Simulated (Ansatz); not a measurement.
Consider the formal exchange of groups at the Sn–C bond: `C#C[CH](C)[SnH3]` + `FBF` → `F[B](F)[SnH3]` + `C#CCC`.

Gas-phase electronic energies from Ansatz, PBE0-D4/def2-TZVP geometries. CBS: MP2 limit from def2 TZ/QZ plus the TZ coupled-cluster correction, frozen cores. This one scheme is used for every species. def2 core potentials past Kr. For Sn outer-core shells are correlated without core-valence functions, which leaves a few kJ/mol of doubt a bond.

`C#C[CH](C)[SnH3]`:

```xyz
13

C     2.525   -0.095    0.574
C     1.439   -0.187    0.064
C     0.119   -0.276   -0.508
C    -0.674   -1.482   -0.006
Sn   -0.914    1.590   -0.064
H     3.489   -0.018    1.017
H     0.200   -0.309   -1.599
H    -0.155   -2.413   -0.247
H    -1.665   -1.517   -0.466
H    -0.802   -1.447    1.078
H    -2.465    1.537   -0.787
H    -1.072    1.714    1.630
H    -0.025    2.904   -0.685
```

`FBF`:

Cartesian coordinates in Å:
```
F 0.995 0.128 0.816
B -0.012 -0.037 -0.011
F -0.629 1.034 -0.454
H -0.354 -1.126 -0.350
```

`F[B](F)[SnH3]`:

Z-matrix (Å, degrees):
```
Sn
B 1 2.266
H 1 1.704 2 110.8
H 1 1.705 2 109.9 3 -120.5
H 1 1.705 2 109.9 3 120.5
F 2 1.318 1 121.4 3 179.9
F 2 1.317 1 122.1 3 -0.1
```

`C#CCC`:

Cartesian coordinates in Å:
```
C -0.544 2.015 0.938
C -0.113 1.138 0.242
C 0.397 0.057 -0.585
C -0.009 -1.323 -0.073
H -0.923 2.798 1.551
H 0.037 0.196 -1.610
H 1.488 0.132 -0.631
H 0.394 -2.103 -0.722
H 0.368 -1.487 0.938
H -1.095 -1.423 -0.047
```

| species | SCS-MP2/def2-QZVPP energy (Eh) |
| --- | --- |
| `C#C[CH](C)[SnH3]` | -370.64540 |
| `FBF` | -225.01836 |
| `F[B](F)[SnH3]` | -439.99474 |
| `C#CCC` | -155.66718 |

Problem. Work out ΔE.

Solution. ΔE = (-439.99474) + (-155.66718) − (-370.64540) − (-225.01836) = 0.00184 Eh = +0.05 eV. CCSD(T)/CBS gives -0.01 eV.

Largest T1 diagnostic among the species: 0.014.

The D4 term adds +0.10 eV with B3LYP and +0.05 eV with PBE0; it sums over pairs of atoms, weighted by their polarisabilities, and B3LYP, whose exchange is more repulsive, gets the larger term. In def2-TZVPP, CCSD(T) changes the Hartree–Fock value by +0.11 eV (the triples alone add +0.03 eV) and MP2 by +0.21 eV.

B3LYP here is the variant with VWN-RPA as its local correlation; programs differ in this.
